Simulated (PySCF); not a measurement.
## Structure from NMR data

An unknown has the formula C$_{6}$H$_{10}$O$_{2}$Si. Its calculated NMR data are:

1H NMR (600 MHz, computed): δ 10.49 (d, 1H), 6.02 (br s, 1H), 5.71 (br s, 1H), 4.59 (m, 1H), 4.54 (m, 1H), 4.50 (m, 1H), 4.49 (m, 1H), 4.29 (m, 1H), 1.44 (m, 1H), 1.14 (m, 1H).

13C{1H} NMR (computed): δ 214.7 (CH), 149.9 (C), 133.9 (CH2), 84.0 (CH), 78.7 (CH2), 9.6 (CH2).

Calculated, not measured (PySCF 2.14): NMR shieldings at PBE0/pcSseg-1/GIAO, GFN2-xTB structure. Relativity neglected, gas phase, one conformer.

Chemical shifts δ = σref − σ; 1H (σ = 31.72 ppm) and 13C (σ = 186.93 ppm) against TMS, all at this level.

Which of these isomers gave the spectra?
A. CC#C[SiH]1OCCCO1
B. C=C(C=O)[C@@H]1[SiH2][C@@H]1OC
C. C=C1CO[C@H](C=O)C[SiH2]1

## Answers

C. 

- The formula gives 3 degrees of unsaturation (1 ring in the answer).
- 6 carbon signals for 6 carbons: no two carbons are equivalent.
- Carbon types of the structure: 1 × C, 2 × CH, 3 × CH2, leaving 2 H on heteroatoms.
- δC 214.7: aldehyde carbonyl carbon; the double bond to the heteroatom, with no lone-pair donor beside it, deshields it most.
- δC 149.9: fully substituted alkene carbon; the olefinic region.
- δC 133.9: terminal =CH2 carbon; as expected for a trigonal carbon in a double bond.
- δC 78.7: allylic sp3 CH2 bonded to O; the inductive effect lowers its shielding.
- δH 10.49: hydrogen on an aldehyde carbonyl carbon; deshielded by the polar, anisotropic C=O bond.

The others: C=C(C=O)[C@@H]1[SiH2][C@@H]1OC would give 8 signals for carbon-bound and other non-exchanging H, not 10; CC#C[SiH]1OCCCO1 would give 5 carbon signals, not 6.

Shifts are as computed. Against solution values, carbons near 30 ppm lie about +3 ppm off and those near 130 ppm about +5 ppm. Of 1309 compounds with measured shifts, 239 miss one by over three times the rms of a fit or turn the order of signals round; such compounds aren't used in these exercises. No couplings were computed; multiplicities are counted from neighbouring protons, with m where these are inequivalent, close in shift, in a saturated or five-membered ring or joined by F or P, and br s for small geminal =CH2 splittings.
